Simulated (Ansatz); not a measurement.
C2H6BrFSi can be A, `FCC([SiH3])Br`, or B, `CC(F)([SiH3])Br`.

Isolated molecules relaxed with PBE0-D4/def2-TZVP in Ansatz; ΔE leaves out vibrations. CCSD(T)/CBS is the MP2 limit (def2-TZVPP, def2-QZVPP) plus CCSD(T) − MP2 in def2-TZVPP, frozen cores. Functionals use def2-TZVPP. B3LYP here is the variant with VWN-RPA as its local correlation; programs differ in this. For Br outer-core shells are correlated without core-valence functions, which leaves a few kJ/mol of doubt a bond. Scalar relativity is left out up to krypton. Each species was taken in one conformer, which may not be the lowest.

A:

```xyz
11

F     0.103   -1.193    1.715
C     0.475    0.086    1.341
C    -0.380    0.515    0.168
Si   -0.240   -0.585   -1.368
Br    0.199    2.310   -0.331
H     0.332    0.747    2.201
H     1.534    0.071    1.071
H    -1.420    0.622    0.481
H    -1.016    0.041   -2.464
H    -0.782   -1.937   -1.079
H     1.195   -0.679   -1.735
```

B:

Z-matrix (Å, degrees):
```
C
C 1 1.503
H 1 1.094 2 109.0
H 1 1.092 2 110.4 3 119.5
H 1 1.090 2 110.6 3 -119.8
F 2 1.374 1 108.9 3 -62.0
Si 2 1.910 1 116.3 3 62.0
Br 2 1.975 1 109.2 3 -178.6
H 7 1.487 2 107.9 1 -60.2
H 7 1.483 2 108.1 1 58.5
H 7 1.480 2 108.9 1 179.8
```

(1) Which is lower in electronic energy at CCSD(T)/CBS, and by how much? (Estimate.)

(2) Give E(B) − E(A) in kcal/mol with MP2/def2-TZVPP, CCSD(T)/def2-TZVPP, B3LYP, PBE-D4, PBE0-D4, ωB97M-V, B3LYP-D4. (Best estimate.)

Largest T1 diagnostic: 0.010.

Results:

(1) The calculation gave: A, by 0.1 kcal/mol. So small a gap doesn't settle the order.

(2) Computed: MP2/def2-TZVPP 0.6, CCSD(T)/def2-TZVPP 0.6, B3LYP -0.6, PBE-D4 -1.9, PBE0-D4 -0.6, ωB97M-V -0.5, B3LYP-D4 -0.9. The order is the other way round with B3LYP, PBE-D4, PBE0-D4, ωB97M-V, B3LYP-D4.

In def2-TZVPP, CCSD(T) changes the Hartree–Fock value by −1.9 kcal/mol (the triples alone add −0.5 kcal/mol) and MP2 by −2.0 kcal/mol. From PBE to PBE0 (25 % exact exchange), in def2-TZVPP and without D4, E(B) − E(A) moves by +1.3 kcal/mol.
